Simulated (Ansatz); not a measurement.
Program: Ansatz. Geometries: PBE0-D4/def2-TZVP. ΔE: electronic, gas phase. CBS: MP2 limit from def2 TZ/QZ plus the TZ coupled-cluster correction, frozen cores. This one scheme is used for every species. DFT in def2-TZVPP. For Se outer-core shells are correlated without core-valence functions, which leaves a few kJ/mol of doubt a bond. Scalar relativity is left out up to krypton. Each species was taken in one conformer, which may not be the lowest.

Reaction (ligand exchange at the Si–Se bond): `F[SiH2][SeH]` + `OCO` → `OCO[SiH2]F` + H₂Se

```tsv
level	ΔE (kcal/mol)
PBE0-D4	-7.1
ωB97X-V	-9.9
ωB97M-V	-9.9
HF/CBS(def2)	-13.2
```

Task: What does CCSD(T)/CBS give? (Estimate.)

Result: Computed: -9.2 kcal/mol. The listed levels differ from it by 2.1, -0.7, -0.7, -4.0 kcal/mol.

Largest T1 diagnostic among the species: 0.012.

In def2-TZVPP, CCSD(T) changes the Hartree–Fock value by +2.4 kcal/mol (the triples alone add +0.4 kcal/mol) and MP2 by +3.0 kcal/mol. From PBE to PBE0 (25 % exact exchange), in def2-TZVPP and without D4, ΔE moves by −0.9 kcal/mol.
